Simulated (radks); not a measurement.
Results of a calculation; reference values are marked as such.
Species: La4.25+. Configuration: [Kr] 4d10 5p6 5s(up 0.75, down 0) (fractional occupations, a model configuration). Level of theory: scalar-relativistic Kohn-Sham, PBE, spin-polarised, spherical densities, finite nucleus; Fermi nuclear charge, rms radius 4.855 fm (a radial shooting solver on a logarithmic mesh with Libxc functionals).

Unscreened Slater integrals over Kohn-Sham orbitals (eV). They are taken over the spin-up orbitals.

integral     value
F0(5p,5p)   14.516
F2(5p,5p)   7.9181
F0(5p,5s)   15.297
G1(5p,5s)   10.379
F0(5p,4d)   17.925
F2(5p,4d)   5.4221
G1(5p,4d)   1.5913
G3(5p,4d)   1.5545
F0(5p,4p)   18.159
F2(5p,4p)   4.9517
G0(5p,4p)  0.99536
G2(5p,4p)   1.2950
F0(5s,5s)   16.273
F0(5s,4d)   19.734
G2(5s,4d)   2.2915
F0(5s,4p)   20.030
G1(5s,4p)   1.5712
F0(4d,4d)   32.047
F2(4d,4d)   16.340
F4(4d,4d)   10.930
F0(4d,4p)   33.545
F2(4d,4p)   17.223
G1(4d,4p)   21.910
G3(4d,4p)   13.694
F0(4p,4p)   35.304
F2(4p,4p)   18.556
